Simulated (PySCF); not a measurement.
Computed properties of C2H9NOSi2, SMILES [SiH3]N[SiH2]OC=C

C2H9NOSi2, SMILES C=CO[SiH2]N[SiH3]. Geometry optimised at B3LYP-D3(BJ)/def2-SVP. The structure was generated by enumeration, and PubChem lists no compound with its InChIKey, so it may never have been made. Other conformers were not sampled. All values are computed for the isolated molecule unless a solvent is named; none is compared with measurement here.

**Structure.** All 39 harmonic modes at B3LYP-D3(BJ)/def2-SVP (PySCF) are real, so it is a minimum. With heavy atoms numbered as in [CH2:1]=[CH:2][O:3][SiH2:4][NH:5][SiH3:6], the shortest bond between them is C1–C2 at 1.335 Å and the longest N5–Si6 at 1.750 Å.

**Vibrations.** The strongest infrared lines (harmonic, unscaled, degenerate partners summed) lie at 912 cm⁻¹ (700 km/mol, H 72 %, Si 21 %), 1225 cm⁻¹ (240 km/mol, C 33 %, H 30 %, O 29 %), 1205 cm⁻¹ (240 km/mol, H 59 %, N 23 %, C 8 %). The softest mode is at 38 cm⁻¹ and the zero-point energy is 66.7 kcal/mol.

**Electronic structure.** r2SCAN/def2-TZVP (PySCF) places the frontier levels at -5.84 and -0.56 eV, a gap of 5.28 eV, and gives a dipole moment of 1.51 D and a mean polarisability of 87.9 bohr³. PBE/def2-TZVP (PySCF) at the same geometry gives -5.62 and -0.95 eV, so its gap is 0.61 eV narrower. An orbital gap is neither the optical nor the fundamental gap.

**Excitations.** TDA-PBE0/def2-SVPD (PySCF) has S1 at 5.81 eV (213 nm, f = 0.043, weak); the most intense of the 6 singlets computed lies at 7.05 eV (f = 0.14). T1 (TDA) is at 4.15 eV, 1.66 eV under S1. TDA-PBE/def2-SVPD (PySCF) puts S1 at 4.77 eV. No vertical singlet excitation falls in the visible range (under 3.1 eV).

**NMR.** GIAO shifts at B3LYP/pcSseg-1 (PySCF) (non-relativistic, atoms alike by connectivity averaged): ¹³C from 102.4 to 154.9 ppm against TMS; ¹H from 0.5 to 6.9 ppm against TMS; ²⁹Si from -52.4 to -30.5 ppm against TMS.

**Solvation.** SMD-PBE0/def2-SVP (PySCF) gives 0.7 kcal/mol in water, -2.0 kcal/mol in dimethylsulfoxide, -2.1 kcal/mol in toluene (1 M in both phases, gas-phase geometry).
